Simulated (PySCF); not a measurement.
CH₄FMoNS₂, SMILES [N](C)=[Mo](=[S])([SH])[F], multiplicity 1.

The structure is a stationary point at r2SCAN-D4/def2-SVP. The multiplicity is an assumed one; other spin states were not compared. The def2 effective core potentials stand for the cores of Mo; spin–orbit coupling is left out. The values are those of a single conformer.

The numbers are results of PySCF 2.14.0 with TDA-B3LYP/def2-SVPD, not measurements.

Vertical excitations. Isolated molecule, no solvent.

```tsv
state	energy (eV)	λ (nm)	f	main pairs
S1	3.06	405	0.000	HOMO→LUMO 84 %, HOMO→LUMO+1 13 %
S2	3.35	370	0.004	HOMO→LUMO+1 52 %, HOMO−1→LUMO+1 31 %, HOMO→LUMO 10 %
S3	3.55	350	0.022	HOMO−1→LUMO 41 %, HOMO−1→LUMO+1 37 %, HOMO→LUMO+1 7 %
S4	3.68	337	0.014	HOMO−1→LUMO 33 %, HOMO−1→LUMO+1 23 %, HOMO→LUMO+1 19 %, HOMO−2→LUMO+1 8 %
S5	4.02	308	0.003	HOMO−2→LUMO 78 %
S6	4.28	290	0.006	HOMO−2→LUMO+1 40 %, HOMO→LUMO+2 31 %, HOMO−3→LUMO 7 %, HOMO−1→LUMO+2 6 %
S7	4.40	282	0.001	HOMO−3→LUMO+1 44 %, HOMO−3→LUMO 39 %, HOMO−4→LUMO 8 %
S8	4.49	276	0.007	HOMO→LUMO+3 45 %, HOMO−1→LUMO+2 22 %, HOMO→LUMO+2 14 %, HOMO−2→LUMO+1 11 %
S9	4.52	274	0.003	HOMO−1→LUMO+2 38 %, HOMO−4→LUMO 25 %, HOMO−3→LUMO 7 %, HOMO→LUMO+2 6 %
S10	4.60	269	0.001	HOMO−1→LUMO+2 24 %, HOMO−4→LUMO 22 %, HOMO→LUMO+3 20 %, HOMO−3→LUMO 11 %
T1	2.68	463	0	HOMO→LUMO 61 %, HOMO−1→LUMO 34 %
T2	2.82	440	0	HOMO−1→LUMO 43 %, HOMO→LUMO 33 %, HOMO→LUMO+1 9 %
T3	2.90	427	0	HOMO→LUMO+1 83 %
T4	3.14	394	0	HOMO−1→LUMO+1 80 %
```
Triplets are in the Tamm–Dancoff approximation.
